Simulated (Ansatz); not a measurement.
CH4FInTe (`[CH3][In]([F])[TeH]`). The species carries charge 0 and has multiplicity 1. Correlated methods include outer-core shells of In, Te, which these sets cover unevenly. In, Te: def2 effective core potential.

```xyz
8

C     0.292   -1.395   -0.846
In    0.014    0.404    0.266
F     1.662    1.130    1.048
Te   -2.045    1.992    0.900
H    -0.658   -1.775   -1.218
H     0.961   -1.185   -1.681
H     0.760   -2.134   -0.195
H    -0.987    2.964    1.726
```

Question: Give the diagnostics of a CCSD(T)/def2-TZVPP run (frozen core, Ansatz). (An estimate is asked.)

Answer: Ansatz gave: T1 = 0.0136, largest single amplitude 0.031, largest double 0.043, (T) share of the correlation energy 2.9 %, 9 CCSD cycles. The RHF solution is stable towards an unrestricted one. T1 lies under the customary mark of 0.02 for closed shells.
